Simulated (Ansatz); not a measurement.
`C[O][Sn]([F])([F])[c]1ccccc1` + CH₃OH → `C[O][Sn]([OH])([F])[F]` + `Cc1ccccc1`  (formal exchange of groups at the Sn–C bond)

Computed with Ansatz on PBE0-D4/def2-TZVP structures; ΔE is electronic, products minus reactants. CBS: MP2 limit from def2 TZ/QZ plus the TZ coupled-cluster correction, frozen cores. This one scheme is used for every species. Functionals use def2-TZVPP. Elements past krypton have def2 core potentials. For Sn outer-core shells are correlated without core-valence functions, which leaves a few kJ/mol of doubt a bond. Each species was taken in one conformer, which may not be the lowest.

```json
{"species": "`C[O][Sn]([F])([F])[c]1ccccc1`", "PBE0 energy (Eh)": "-760.47262"}
{"species": "CH₃OH", "PBE0 energy (Eh)": "-115.63988"}
{"species": "`C[O][Sn]([OH])([F])[F]`", "PBE0 energy (Eh)": "-604.81242"}
{"species": "`Cc1ccccc1`", "PBE0 energy (Eh)": "-271.32997"}
```

Q: Work out ΔE.

A: ΔE = (-604.81242) + (-271.32997) − (-760.47262) − (-115.63988) = -0.02989 Eh = -18.8 kcal/mol. CCSD(T)/CBS gives -18.9 kcal/mol.

Largest T1 diagnostic among the species: 0.015.

At CCSD(T), def2-SVP lies +2.3 kcal/mol from the extrapolated value and def2-TZVPP +1.1 kcal/mol. Leaving LDA and LC-ωPBE aside and taking each functional with its dispersion term where it has one, the values, not all of them listed here, spread over 4.0 kcal/mol, from B97M-V to BLYP-D4. The D4 term adds +1.1 kcal/mol with B3LYP and +0.7 kcal/mol with PBE0; it sums over pairs of atoms, weighted by their polarisabilities, and B3LYP, whose exchange is more repulsive, gets the larger term.

B3LYP here is the variant with VWN-RPA as its local correlation; programs differ in this.
